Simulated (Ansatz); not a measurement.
System: CH$_{4}$BS$_{2}$, charge 0, multiplicity 2. It need not be the lowest isomer of its formula. 
Geometry from a B3LYP-D3(BJ)/def2-TZVP (Ansatz, a program for electronic structure) optimisation:
```xyz
8

C     -1.6203    -0.9104     0.2248
B     -0.2745    -0.1046     0.0302
S     -0.3437     1.6437    -0.2453
S      1.3457    -0.9223     0.0810
H     -1.6943    -1.6874    -0.5409
H     -2.5172    -0.2941     0.1705
H     -1.6089    -1.4102     1.1972
H      0.8835    -2.1654     0.3020
```
Charge 0, spin multiplicity 2.

Dipole moments at this geometry, in debye (magnitudes).

| level | program | dipole (D) |
|---|---|---|
| PBE/def2-TZVPD | Ansatz | ? |
| r2SCAN/def2-TZVPD | Ansatz | 1.85 |
| B97M-V/def2-TZVPD | Ansatz | 1.81 |
| B3LYP/def2-TZVPD | Ansatz | 1.74 |
| r2SCAN0/def2-TZVPD | Ansatz | 1.80 |
| CCSD(T)/aug-cc-pV(D+d)Z | Ansatz | ? |

Question: Complete the blanks.

Answer: 
- PBE/def2-TZVPD, dipole (D): 1.83
- CCSD(T)/aug-cc-pV(D+d)Z, dipole (D): 1.59
